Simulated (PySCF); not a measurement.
# How methods differ on the ionisation energy of Ta

Ta [Xe] 4f14 5d3 6s2 (4F) → Ta⁺ [Xe] 4f14 5d3 6s1 (5F), as a difference of total energies. Computed with PySCF 2.14 in aug-cc-pwCVQZ-PP with ECP60MDF (9s9p8d5f4g3h, 180 functions), with a scalar-relativistic core potential. Correlated levels: valence: 5s2 5p6 frozen; valence and next inner shell: nothing frozen outside the core potential. The calculations carry no spin-orbit coupling.

```json
{"method": "UHF", "ionisation energy (eV)": "5.735"}
{"method": "LDA", "ionisation energy (eV)": "7.620"}
{"method": "PBE", "ionisation energy (eV)": "7.226"}
{"method": "PBE0", "ionisation energy (eV)": "7.045"}
{"method": "r2SCAN", "ionisation energy (eV)": "6.827"}
{"method": "MP2 (valence)", "ionisation energy (eV)": "6.988"}
{"method": "SCS-MP2 (valence)", "ionisation energy (eV)": "7.245"}
{"method": "MP2 (valence and next inner shell)", "ionisation energy (eV)": "7.278"}
{"method": "SCS-MP2 (valence and next inner shell)", "ionisation energy (eV)": "7.415"}
```

Q: How much does correlation contribute at MP2 (valence and next inner shell)?

A: 7.278 − (5.735) = 1.543 eV, measured against UHF.

MP2 underrates the near-degeneracy of ns² with np² in the lower species.

For comparison: 7.573 eV (measured; NIST levels, between the centres of gravity of the two terms).
